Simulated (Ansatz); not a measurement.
Ideal-gas functions of Br3FGe (`[F][Ge]([Br])([Br])[Br]`) at 800 K and 1 bar, from an Ansatz frequency run at PBE0-D4/def2-TZVP.

Molar mass 331.32 g/mol, point group C3v (symmetry number 3), electronic degeneracy 1, moments of inertia 676.031, 676.109, 1123.787 u Å². Harmonic wavenumbers (cm⁻¹, unscaled): 87, 87, 123, 183, 183, 265, 355, 355, 728.

Use S(trans) = R[1.5 ln M + 2.5 ln T − 1.1517]; rotational temperatures θ = 24.2544 K / I; S(rot) = R[ln(√π/σ · √(T³/θAθBθC)) + 1.5]; for each mode x = 1.438777 ν̃/T, S = R[x/(eˣ − 1) − ln(1 − e⁻ˣ)] and H = RT x/(eˣ − 1); 1 cm⁻¹ = 0.0119627 kJ/mol; R = 8.31446 J/(mol·K).

Q: By hand: the entropy, in J/(mol·K).

A: Translation 201.7. Rotation: θ = 0.0359, 0.0359, 0.0216 K, giving 135.1. Vibration, mode by mode: 23.75, 23.75, 20.87, 17.59, 17.59, 14.55, 12.18, 12.18, 6.64, in all 149.1. Electronic 0.0. Sum 485.9 J/(mol·K).

Q: By hand: H − E and G − E in kJ/mol, counted from the electronic energy.

A: Zero-point energy ½ × 2366 × 0.0119627 = 14.2; thermal vibration 47.4; translation, rotation and pV give 4 RT = 26.6. H − E = 88.2 kJ/mol, and G − E = 88.2 − 800 × 485.9/1000 = -300.5 kJ/mol.

Vibration gives 31 % of the entropy, 68.4 J/(mol·K) of it from the modes under 150 cm⁻¹: soft modes count most, and the harmonic formula is weakest for them.
